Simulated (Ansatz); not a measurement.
Born–Oppenheimer molecular dynamics of CH₄BClOS (9 atoms, charge 0, multiplicity 1). It starts at the highest image of a converged band. Of that band: Neighbouring images differ by up to 2.3 eV, so the band resolves the path poorly. A vibrational analysis at the climbing image gives one clearly imaginary mode, 915i cm⁻¹: a first-order saddle point.

Computed with UKS BLYP/def2-SVP (Ansatz 0.2.0).

* ensemble: NVE (velocity Verlet)
* time step: 0.5 fs
* steps asked: 200
* starting velocities drawn for: 300 K
* seed: 7904

Frames 0.5 fs apart, positions in Å.

Velocities at 10.0 fs (Å/ps):

```
O -2.23 -2.75 3.52
C 5.79 -1.33 -4.48
Cl 0.07 0.07 0.93
B 0.05 2.04 -1.01
S 0.63 -0.25 -0.52
H -7.79 13.90 -18.82
H -45.53 36.28 12.79
H -2.48 3.76 -3.10
H -0.66 -10.74 1.38
```

```xyz
9
Properties=species:S:1:pos:R:3 time_fs=10.0 energy_less_start_eV=-0.014 T=316
O 1.528 -0.446 -1.323
C 0.391 0.301 0.067
Cl 1.187 0.077 1.659
B -1.041 -0.180 -0.192
S -2.451 0.182 0.850
H 2.421 -0.197 -1.022
H 1.017 0.693 -0.916
H -1.309 -0.747 -1.192
H -1.806 0.557 2.019
9
Properties=species:S:1:pos:R:3 time_fs=10.5 energy_less_start_eV=-0.048 T=354
O 1.526 -0.447 -1.321
C 0.394 0.301 0.064
Cl 1.187 0.077 1.659
B -1.041 -0.179 -0.193
S -2.451 0.182 0.850
H 2.417 -0.190 -1.031
H 0.993 0.712 -0.908
H -1.311 -0.745 -1.194
H -1.807 0.552 2.019
9
Properties=species:S:1:pos:R:3 time_fs=11.0 energy_less_start_eV=-0.093 T=403
O 1.525 -0.449 -1.320
C 0.397 0.300 0.062
Cl 1.187 0.077 1.660
B -1.040 -0.178 -0.193
S -2.451 0.182 0.849
H 2.415 -0.183 -1.039
H 0.968 0.733 -0.899
H -1.312 -0.744 -1.198
H -1.807 0.546 2.019
9
Properties=species:S:1:pos:R:3 time_fs=11.5 energy_less_start_eV=-0.147 T=464
O 1.524 -0.450 -1.318
C 0.401 0.299 0.060
Cl 1.187 0.077 1.660
B -1.040 -0.177 -0.193
S -2.450 0.182 0.849
H 2.415 -0.176 -1.046
H 0.942 0.755 -0.887
H -1.314 -0.743 -1.204
H -1.808 0.541 2.017
9
Properties=species:S:1:pos:R:3 time_fs=12.0 energy_less_start_eV=-0.212 T=535
O 1.522 -0.452 -1.316
C 0.404 0.298 0.057
Cl 1.187 0.077 1.660
B -1.040 -0.176 -0.193
S -2.450 0.182 0.849
H 2.415 -0.169 -1.051
H 0.915 0.781 -0.873
H -1.317 -0.741 -1.210
H -1.809 0.536 2.015
9
Properties=species:S:1:pos:R:3 time_fs=12.5 energy_less_start_eV=-0.285 T=616
O 1.520 -0.454 -1.315
C 0.408 0.297 0.055
Cl 1.187 0.077 1.661
B -1.040 -0.175 -0.194
S -2.450 0.182 0.849
H 2.417 -0.161 -1.056
H 0.887 0.809 -0.856
H -1.319 -0.740 -1.218
H -1.810 0.532 2.012
9
Properties=species:S:1:pos:R:3 time_fs=13.0 energy_less_start_eV=-0.365 T=705
O 1.518 -0.456 -1.313
C 0.412 0.295 0.052
Cl 1.187 0.077 1.661
B -1.040 -0.174 -0.194
S -2.450 0.182 0.849
H 2.419 -0.152 -1.059
H 0.858 0.840 -0.837
H -1.321 -0.738 -1.226
H -1.811 0.528 2.008
9
Properties=species:S:1:pos:R:3 time_fs=13.5 energy_less_start_eV=-0.453 T=802
O 1.517 -0.458 -1.311
C 0.417 0.294 0.049
Cl 1.187 0.078 1.661
B -1.039 -0.173 -0.194
S -2.449 0.181 0.849
H 2.421 -0.144 -1.062
H 0.828 0.874 -0.816
H -1.323 -0.735 -1.234
H -1.812 0.524 2.005
9
Properties=species:S:1:pos:R:3 time_fs=14.0 energy_less_start_eV=-0.548 T=907
O 1.514 -0.460 -1.309
C 0.421 0.292 0.046
Cl 1.187 0.078 1.661
B -1.039 -0.173 -0.195
S -2.449 0.181 0.849
H 2.422 -0.136 -1.065
H 0.798 0.912 -0.792
H -1.326 -0.732 -1.242
H -1.812 0.521 2.001
9
Properties=species:S:1:pos:R:3 time_fs=14.5 energy_less_start_eV=-0.653 T=1022
O 1.512 -0.463 -1.307
C 0.426 0.290 0.043
Cl 1.187 0.078 1.661
B -1.038 -0.172 -0.195
S -2.449 0.181 0.849
H 2.422 -0.128 -1.067
H 0.769 0.954 -0.766
H -1.327 -0.728 -1.250
H -1.812 0.518 1.998
9
Properties=species:S:1:pos:R:3 time_fs=15.0 energy_less_start_eV=-0.767 T=1149
O 1.510 -0.465 -1.305
C 0.431 0.287 0.039
Cl 1.186 0.079 1.661
B -1.038 -0.171 -0.195
S -2.449 0.181 0.849
H 2.421 -0.120 -1.068
H 0.739 1.000 -0.738
H -1.329 -0.724 -1.258
H -1.812 0.516 1.995
9
Properties=species:S:1:pos:R:3 time_fs=15.5 energy_less_start_eV=-0.891 T=1285
O 1.508 -0.467 -1.302
C 0.437 0.284 0.035
Cl 1.186 0.079 1.661
B -1.038 -0.171 -0.196
S -2.448 0.180 0.849
H 2.417 -0.112 -1.069
H 0.709 1.049 -0.708
H -1.331 -0.718 -1.264
H -1.811 0.515 1.993
```

Of the whole run (100 fs, mean temperature of the second half 1687 K): The conserved energy stayed within 1.2 meV per atom of its start (net change -0.061 meV per atom), so the integration is sound. The system heated up, since it started high on the potential surface and ran downhill. A run of 0.1 ps of so small a system gives no equilibrium averages. The orbitals stay closed-shell, which can raise the energy where a bond breaks towards radicals; this wasn't checked here.

Run time: 7.9 min on 2 threads of Arm Neoverse V2 (shared host), peak memory 0.16 GiB.
